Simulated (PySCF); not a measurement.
**How methods differ on the ionisation energy of Er²⁹⁺**

Er²⁹⁺ [Kr] 4d3 (4F) → Er³⁰⁺ [Kr] 4d2 (3F), as a difference of total energies. Calculation: PySCF 2.14, in an uncontracted even-tempered set (19 s from 2.2 bohr⁻², ratio 2.5; 14 p from 2.8 bohr⁻², ratio 2.5; 9 d from 2.8 bohr⁻², ratio 2.5; 4 f from 13 bohr⁻², ratio 2.7; 3 g from 19 bohr⁻², ratio 2.7); scalar relativity by spin-free X2C-1e. Correlated levels: outer shells: [Ar] 3d10 frozen; virtual orbitals above 40 to 60 times the deepest correlated orbital energy dropped. The calculations carry no spin-orbit coupling.

```tsv
method	ionisation energy (eV)
UHF	1089.2
LDA	1090.5
PBE	1090.5
PBE0	1090.6
r2SCAN	1091.0
MP2 (outer shells)	1089.4
SCS-MP2 (outer shells)	1089.3
```

Spin-orbit coupling is strong in these open shells (close to jj coupling). The scalar numbers leave it out and a first-order estimate fails, so it can dominate the gap to the real levels.

Breit and QED terms and the two-electron picture change are absent.

For comparison: 1092 ± 4 eV (theoretical estimate listed by NIST; NIST Atomic Spectra Database, ionization energies).
